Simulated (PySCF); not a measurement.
A structure optimised at PBE-D3(BJ)/def2-SVP, used in a PySCF frequency run:

```xyz
10

C      2.9774    -0.3963     0.0000
C      1.7743    -0.1484     0.0000
Si    -0.0060     0.2673     0.0000
C     -0.2982     2.1072     0.0000
Cl    -0.8707    -0.5866     1.6847
Cl    -0.8707    -0.5866    -1.6847
H      4.0365    -0.6211     0.0000
H      0.1581     2.5624    -0.9016
H     -1.3847     2.3233     0.0000
H      0.1581     2.5624     0.9016
```
Charge 0, spin multiplicity 1.

**Question.** Write its SMILES, formula and point group.

**Answer.** C#C[Si](C)(Cl)Cl, C₃H₄Cl₂Si, Cs

**Question.** What are its rotational constants (standard atomic weights)?

**Answer.** 1.6679, 1.5905, 1.2019 GHz
